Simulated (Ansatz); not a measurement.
The input (input.yaml):

```yaml
crystal:
  periodic: [false, false, false]
  atoms:
    - { symbol: B, position_ang: [-0.589358, 1.053781, -0.546247] }
    - { symbol: S, position_ang: [-1.051136, -0.916339, -0.572638] }
    - { symbol: B, position_ang: [0.193817, -0.865922, 0.918272] }
    - { symbol: S, position_ang: [0.850446, 0.952647, 0.779234] }
    - { symbol: H, position_ang: [-0.091918, 1.371163, -1.545371] }
    - { symbol: H, position_ang: [-1.531735, 1.569406, -0.105356] }
    - { symbol: H, position_ang: [-0.198582, -1.331161, -1.507904] }
    - { symbol: H, position_ang: [1.046739, -1.666267, 0.93314] }
    - { symbol: H, position_ang: [-0.35335, -0.783795, 1.952725] }
    - { symbol: H, position_ang: [1.819635, 0.798571, -0.141978] }
basis:
  gaussian: { orbitals: STO-3G }
hamiltonian:
  xc: { name: BHLYP }
md:
  timestep: 1.0
  n_steps: 400
  ensemble: nvt_nose_hoover
  temperature: 300.0
  initial_velocities: maxwell_boltzmann
  seed: 342493
scf:
  lower_state_search: "off"
```

Run as:

```bash
$ ansatz run input.yaml --threads 1 --pin off --max-ram 2048MiB --backend cpu --events-out ev --progress --plain --runs-dir out
```

Hardware: 1 thread of Arm Neoverse V2 (shared host).

Problem. Roughly how long does this run take, and how much memory?

Solution. 7.4 min, with a peak of 0.083 GiB, for 401 ionic steps.
